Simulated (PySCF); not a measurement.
**[AlSe2]-: one-bond stretch**

Method: PBE0/[Al def2-TZVPD, Se def2-TZVPD], no relativity, density fitting, PySCF.

Rigid scan from the singlet minimum (Al–Se 2.184 Å (×2); Se–Al–Se 180.0°). Coordinate: the bond from Al to the last atom (Se) scaled, the rest fixed. Energies in kJ/mol from the minimum.

```
scale of one bond  E (kJ/mol)  dipole size (D, about the centre of mass)
             0.92        32.9                                       0.82
             0.96         7.3                                       0.41
             1.00         0.0                                       0.00
             1.05         8.7                                       0.50
             1.12        41.3                                       1.15
             1.20        92.7                                       1.81
             1.35       195.0                                       2.68
             1.55       305.5                                          –
             1.80       393.0                                          –
             2.20       459.3                                          –
```

At long bonds a restricted determinant can lie too high, and another spin state can fall below this curve.
